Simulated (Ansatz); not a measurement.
Stepwise reaction of `C[SiH](C)O[SiH3]` with ammonia, as a gas-phase model of exchange steps in deposition or etching. ΔE in kJ/mol.

Calculated with Ansatz (gas phase, PBE0-D4/def2-TZVP geometries, no zero-point term in ΔE). CCSD(T)/CBS is the MP2 limit (def2-TZVPP, def2-QZVPP) plus CCSD(T) − MP2 in def2-TZVPP, frozen cores. This one scheme is used for every species. Functionals use def2-TZVPP. B3LYP here is the variant with VWN-RPA as its local correlation; programs differ in this. Each species was taken in one conformer, which may not be the lowest.

```json
{"step": "1", "reaction": "`C[SiH](C)O[SiH3]` + NH₃ → `C[SiH](N)O[SiH3]` + CH₄", "PBE-D4": "-62.9", "B3LYP-D4": "-69.9", "ωB97M-V": "-68.4", "CCSD(T)/CBS": "-66.9"}
```

Q: Give the row of step 2, `C[SiH](N)O[SiH3]` + NH₃ → `N[SiH](N)O[SiH3]` + CH₄. (Best estimate.)

A: The calculation gave: 
```json
{"step": "2", "reaction": "`C[SiH](N)O[SiH3]` + NH₃ → `N[SiH](N)O[SiH3]` + CH₄", "PBE-D4": "-65.5", "B3LYP-D4": "-73.5", "ωB97M-V": "-71.3", "CCSD(T)/CBS": "-71.5"}
```

Q: By hand: ΔE of the 2 steps together at CCSD(T)/CBS.

A: (-66.9) + (-71.5) = -138.4 kJ/mol, or -69.2 kJ/mol a step.

In ΔE the steps differ by no more than 4.6 kJ/mol. All are downhill at CCSD(T)/CBS. PBE-D4 differs from CCSD(T)/CBS by 4.0 to 6.0 kJ/mol a step. Isolated molecules leave out the surface, adducts and barriers. Largest T1 diagnostic: 0.011.
